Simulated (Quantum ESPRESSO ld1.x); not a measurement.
Question: These are the eigenvalues of the occupied orbitals of an atom or ion with whole-number occupations (hartree). Calculated with ld1.x of Quantum ESPRESSO 7.5: Dirac Kohn-Sham, PBEsol, spin-unpolarised, spherical densities, point nucleus.

| orbital | eigenvalue |
|---|---|
| 1s1/2 | -1113.99 |
| 2s1/2 | -170.822 |
| 2p1/2 | -159.935 |
| 2p3/2 | -150.688 |
| 3s1/2 | -34.7584 |
| 3p1/2 | -30.3078 |
| 3p3/2 | -28.6014 |
| 3d3/2 | -20.7358 |
| 3d5/2 | -20.3810 |
| 4s1/2 | -7.03266 |
| 4p1/2 | -5.52545 |
| 4p3/2 | -5.20770 |
| 4d3/2 | -2.81529 |
| 4d5/2 | -2.76833 |
| 5s1/2 | -1.82852 |

Which element is it, and in what charge state? The configuration may be excited. Open shells, if any, are shared by 2j + 1.

Answer: Z = 51, antimony, charge +4: Sb4+ in [Kr] 4d10 5s1. The list shows which subshells hold electrons but not how many an open one holds; the 1s level, -1114 hartree, gives Z - s = 47.2 by -(Z - s)^2/2, which with screening and relativity narrows Z to a few neighbours, and the depths of the outer levels then fix element, charge and occupations together.
